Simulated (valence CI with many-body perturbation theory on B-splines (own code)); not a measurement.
Results of a calculation; reference values are marked as such.
# Zr18+: input, log and results

Level of theory: valence CI with perturbative core correlation (CI+MBPT): four valence electrons over a frozen Dirac-Fock core [Ar], radial functions for each j: 6 s, 6 p, 5 d, 5 f, 1 g, with the one-electron correlation potential Σ1 (screened to all orders), the two-electron term Σ2, the three-electron term Σ3, Breit, model QED; selected single and double excitations, second order for the rest, scaled by the run's own slope (own B-spline code, finite nucleus).

Command, and the settings that its task file holds:

```sh
python run_cv.py task.json out
```

```
atom Zr  Z=40  mass_number=90  rms_radius_fm=4.2694
core [Ar]
valence 3d4
avg = 0
basis = S
breit = 1
cap = 10000
capref = 1200
cscale = 1
de = 0.0
dress = 0
eps = 2e-08
extrap = 1
h = 0.27
hh = 1
l2 = 3
lcore = 6
maxit = 60
n2 = 5
natural = 1
nlev = 20
nno = [3, 3, 3, 3, 1]
nroot = 26
nsp = [3, 3, 2, 2, 0]
pt2 = 1
qed = 1
rpa = 1
s1 = 1
s2 = 1
s3 = 1
screen = 1
tol = 2e-05
whole = 1
```

It took 18 s on 1 thread of Arm Neoverse V2, with other jobs on the host.

Log. The first blocks belong to the next ion, which gives the ionisation energy. Fields: 2J, parity (1 odd), roots, reference size, generating configurations, candidates as configurations/state functions, variational space P, stored matrix elements, Davidson steps; e2 is the range of second-order energies in hartree. The first line gives the box (bohr), its intervals, the orbitals and the steps of their self-consistent field. Window is the range of levels sought, series limit the energy at which the first omitted orbital would enter, core excitation an estimate of the first excitation out of the core, left out the lowest levels not solved, and shifts from estimates the range by which levels moved from their first estimate, all in cm⁻¹.

```
rmax 6.0 intervals 60 orbitals 40 references ['3d4'] scf 5 t 0.4
2J=3 par=0 roots 2 ref 27 generators 6 cand 365/961 P 381/988 nnz 0 it 0
2J=3 par=0 roots 2 ref 27 generators 10 cand 528/1308 P 909/2296 nnz 0 it 6
   second order: generators 14 cand 1652/3752 e2 -0.00001 -0.00000
2J=5 par=0 roots 2 ref 29 generators 5 cand 294/963 P 309/992 nnz 0 it 0
2J=5 par=0 roots 2 ref 29 generators 11 cand 519/1464 P 828/2456 nnz 0 it 6
   second order: generators 14 cand 1745/4551 e2 -0.00001 -0.00001
2J=7 par=0 roots 2 ref 22 generators 3 cand 319/973 P 331/995 nnz 0 it 0
2J=7 par=0 roots 2 ref 22 generators 8 cand 504/1362 P 835/2357 nnz 0 it 5
   second order: generators 10 cand 1273/3356 e2 -0.00001 -0.00001
reference levels 556, estimated 25, window 125904 1/cm; series limit 4201968, core excitation 978631
2J=0 par=0 roots 3 ref 17 generators 4 cand 123/187 P 1071/1931 nnz 0 it 3
2J=0 par=0 roots 3 ref 17 generators 4 cand 68/111 P 1139/2042 nnz 0 it 3
   second order: generators 11 cand 3112/7409 e2 -0.00004 -0.00003
2J=2 par=0 roots 3 ref 36 generators 3 cand 208/939 P 730/3436 nnz 2.7e+06 it 4
2J=2 par=0 roots 3 ref 36 generators 4 cand 482/2289 P 1212/5725 nnz 6.2e+06 it 5
   second order: generators 11 cand 2918/19898 e2 -0.00002 -0.00001
2J=4 par=0 roots 5 ref 51 generators 4 cand 163/998 P 519/3540 nnz 3e+06 it 4
2J=4 par=0 roots 5 ref 51 generators 4 cand 652/3878 P 1171/7418 nnz 1.2e+07 it 7
   second order: generators 13 cand 3650/32281 e2 -0.00004 -0.00003
2J=6 par=0 roots 5 ref 49 generators 3 cand 151/894 P 448/3383 nnz 2.9e+06 it 6
2J=6 par=0 roots 5 ref 49 generators 3 cand 681/4443 P 1129/7826 nnz 1.4e+07 it 7
   second order: generators 10 cand 2985/28945 e2 -0.00004 -0.00003
2J=8 par=0 roots 5 ref 42 generators 4 cand 172/973 P 488/3504 nnz 3.1e+06 it 6
2J=8 par=0 roots 5 ref 42 generators 4 cand 633/3735 P 1121/7239 nnz 1.2e+07 it 7
   second order: generators 13 cand 2964/29307 e2 -0.00004 -0.00003
2J=10 par=0 roots 2 ref 25 generators 2 cand 197/996 P 594/3490 nnz 3.1e+06 it 4
2J=10 par=0 roots 2 ref 25 generators 3 cand 421/2262 P 1015/5752 nnz 7.4e+06 it 5
   second order: generators 8 cand 2848/23208 e2 -0.00002 -0.00002
2J=12 par=0 roots 2 ref 14 generators 2 cand 204/900 P 758/3405 nnz 2.9e+06 it 4
2J=12 par=0 roots 2 ref 14 generators 2 cand 153/533 P 911/3938 nnz 3.9e+06 it 4
   second order: generators 8 cand 2680/21374 e2 -0.00003 -0.00003
left out: unestimated 184233, estimated none, shifts from estimates -227 to 0
operators 1.0
```

The Davidson iterations converged.

No measured levels were compared; by estimate terms of the open shell hold to 2 to 4 % of their energy, and close levels can change places. Only levels of the ground parity were solved; by the run's estimate the other parity begins above the list, which can be wrong where configurations are misplaced.

- Valence energy: -122.6074 hartree
- Ionisation energy: 744.91 eV (NIST: 745 ± 3 eV (theoretical))
- Reference configurations for the orbitals: 3d4
- Radial orbitals: 40
- Box radius: 6.032 bohr
- Largest variational space: 7826
- Lowest levels: 3d4 5D_0 0.000, 3d4 5D_1 0.794, 3d4 5D_2 1.730, 3d4 5D_3 2.651, 3d4 5D_4 3.501, 3d4 3P_0 7.661, 3d4 3H_4 8.636, 3d4 3P_1 10.084, 3d4 3H_5 10.123, 3d4 3G_3 10.238, 3d4 3F_2 10.615, 3d4 3H_6 10.872, 3d4 3F_4 11.614, 3d4 3P_2 12.515 eV

Names give the largest LS component (configuration and term), which can be under half, so a name can repeat, a term be missing and a line seem to break the LS rules; names also repeat where a configuration has a term twice.
